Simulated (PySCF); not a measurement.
Compound: C₂H₉OPSi.
SMILES with atom numbers: `[CH3:1][O:2][Si@H:3]([CH3:4])[PH2:5]` (hydrogens: H6, H7, H8 on C1; H9 on Si3; H10, H11, H12 on C4; H13, H14 on P5)

Level of theory: PBE0-D3(BJ)/def2-SVP geometry optimisation, gas phase in PySCF 2.14.0.

Task: List the bond lengths, angles and torsions at this level.

Result: 
| bond | length (Å) | order |
| --- | --- | --- |
| C1–O2 | 1.398 | single |
| O2–Si3 | 1.667 | single |
| Si3–C4 | 1.862 | single |
| Si3–P5 | 2.274 | single |
| C1–H6, C1–H7, C1–H8 | 1.105 | single |
| Si3–H9 | 1.500 | single |
| C4–H10, C4–H11, C4–H12 | 1.101 | single |
| P5–H13, P5–H14 | 1.430 | single |

Bonds in one row agree within 0.01 Å and their mean is given. Orders are formal, as drawn. A selection of angles:
| angle | degrees |
| --- | --- |
| O2–C1–H6 | 108.9 |
| O2–C1–H7 | 112.3 |
| H6–C1–H7 | 107.8 |
| C1–O2–Si3 | 124.0 |
| O2–Si3–C4 | 107.2 |
| O2–Si3–P5 | 108.9 |
| O2–Si3–H9 | 109.1 |
| C4–Si3–P5 | 109.6 |
| C4–Si3–H9 | 111.1 |
| P5–Si3–H9 | 110.8 |
| Si3–C4–H10 | 110.1 |
| Si3–C4–H11 | 110.8 |
| H10–C4–H11 | 108.3 |
| H11–C4–H12 | 108.5 |
| Si3–P5–H13 | 92.1 |
| Si3–P5–H14 | 94.4 |
| H13–P5–H14 | 93.1 |

Dihedral angles: C1–O2–Si3–C4 176° (antiperiplanar).

P5 (three-coordinate phosphorus) is pyramidal (angles 94.4°, 93.1° and 92.1°, sum 279.6°, 0.87 Å off the plane of its three neighbours). Si3 (oxygen-bound silicon) is tetrahedral (angles from 107.2° to 111.1°).

Point group: C1 (no symmetry element, even within 0.4 Å). No frequency check. The numbers are those of one conformer (C1–O2–Si3–C4 176°, O2–Si3–P5–H -179° and -86°).
